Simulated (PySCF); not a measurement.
AlCl2, SMILES [Al]([Cl])[Cl], multiplicity 2. Geometry optimised at PBE-D3(BJ)/def2-TZVP. The spin state was assumed, not searched. The isomer is the one that the SMILES or the coordinates give; other isomers of the formula were not compared.

These are PBE-D3(BJ)/def2-TZVP run with PySCF values and carry that method's errors.

Harmonic wavenumbers (cm⁻¹): 137, 437, 551. Rotational constants (GHz): 22.52, 2.131, 1.947; symmetry number 2.

Q: Work out the zero-point energy and the ideal-gas rigid-rotor harmonic-oscillator thermochemistry at 298.15 K and 1 atm.

A: ZPE = ½ Σ hcν = ½ × 1126 cm⁻¹ = 1.61 kcal/mol. H − E(el) = 4.69 kcal/mol. Entropy in cal/(mol K): translation 39.65, rotation 24.27, vibration 4.22, spin 1.38, total 69.52. G − E(el) = -16.04 kcal/mol. Cp = 12.39 cal/(mol K). Modes under 150 cm⁻¹ make the vibrational entropy uncertain.
